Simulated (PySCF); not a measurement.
# Calculated properties of `C(OC(F)(F)F)=C`

C3H3F3O.
Numbering: `[CH2:1]=[CH:2][O:3][C:4]([F:5])([F:6])[F:7]` (hydrogens: H8, H9 on C1; H10 on C2)

Geometry (PBE0-D3(BJ)/def2-SVP, Å), atoms numbered from 1 in this order:
```
atom  x, y, z in Å
C1    -1.410   -0.477    0.324
C2    -0.848    0.149   -0.705
O3     0.462    0.526   -0.860
C4     1.384    0.275    0.091
F5     2.536    0.752   -0.335
F6     1.085    0.860    1.250
F7     1.525   -1.028    0.324
H8    -0.868   -0.781    1.220
H9    -2.476   -0.697    0.269
H10   -1.404    0.448   -1.596
```

Structural features include: C=C double bond, ether, CF3 group and C–F bond.

From PBE0-D3(BJ)/def2-SVP geometry optimisation, gas phase (PySCF):

```yaml
Point_group: Cs
Rotational_constants_A_B_C: 4.933, 2.158, 2.030 GHz
```

**CAM-B3LYP/def2-SVPD ground state, ΔSCF and vertical TDDFT (core frozen in the response) (PySCF)**

```yaml
Dipole_moment: 1.89 D
HOMO_energy: -9.22 eV
LUMO_energy: 1.00 eV
HOMO–LUMO_gap: 10.22 eV
Lowest_singlet_excitation: 7.34 eV (169 nm, f = 0.135)
Strongest_line_among_the_10_lowest_singlet_transitions: S2 at 7.34 eV (169 nm, f = 0.191)
Lowest_triplet_excitation_Tamm–Dancoff: 4.37 eV
Static_isotropic_polarisability: 44.1 au
Vertical_ionisation_energy: 10.30 eV
Electronic_spatial_extent_⟨r²⟩_about_the_centre_of_nuclear_charge: 636 bohr²
```

PBE/pcSseg-2 ground state and GIAO shieldings, non-relativistic (PySCF):

```yaml
13C_chemical_shifts_computed_TMS_as_zero_by_class: 152.1 (C2), 136.5 (C4), 100.1 (C1) ppm
1H_chemical_shifts_computed_TMS_as_zero_by_class: 6.35 (H10), 4.91 (H8), 4.67 (H9) ppm
Isotropic_shieldings_of_nuclei_other_than_C_and_H_by_class: 133 (O3), 233 (F5/F6/F7) ppm
```

From B3LYP/pcJ-1 indirect spin-spin coupling, non-relativistic, gas phase; spin–dipole term left out for some pairs (PySCF):

```yaml
Largest_of_the_computed_one-bond_spin–spin_couplings_means_over_like_bonds: 19F–13C -337.2 (F5–C4 and 2 like it), 13C–1H +205.2 (C2–H10), 13C–1H +174.7 (C1–H9), 13C–1H +172.5 (C1–H8), 13C–13C +85.7 (C1–C2), 17O–13C +27.0 (O3–C2), 17O–13C +19.3 (O3–C4) Hz
```

Monoisotopic mass (most abundant isotopes): 112.0136 u.

The dipole equals about 6.3 × 10⁻³⁰ C·m (1 D = 3.33564 × 10⁻³⁰ C·m). The vertical singlet–triplet gap S1 − T1 is 2.97 eV (TDDFT singlet less Tamm–Dancoff triplet; S1: HOMO→LUMO+1, weight 0.51, beside HOMO→LUMO, weight 0.38; T1: HOMO→LUMO, weight 0.94). The largest Löwdin shares of the HOMO are 0.38 on C1, 0.30 on C2 and 0.19 on O3. The polarisability is 6.53 Å³ as a volume (1 au = 0.148185 Å³), or 0.79 au for each of the 56 electrons. With B = h/(8π²I), that is 505.379 GHz u Å² over I, the principal moments of inertia are 102.4, 234.2 and 249.0 u Å² (most abundant isotopes). In wavenumbers S1 is 59200 cm⁻¹ (1 eV = 8065.54 cm⁻¹). The rotational constants make it an asymmetric top with κ = (2B − A − C)/(A − C) = -0.91, nearer the prolate limit (−1). S1 lies 2.88 eV below the HOMO–LUMO gap; its leading configuration is HOMO→LUMO+1, weight 0.51, beside HOMO→LUMO, weight 0.38.

One conformer (not necessarily the lowest) at the PBE0-D3(BJ)/def2-SVP geometry, without solvent or vibrations. NMR classes are plain means over equivalent atoms (diastereotopic ones count apart unless rotation or inversion swaps them), as if these changed places fast; in this geometry the members of some classes differ.
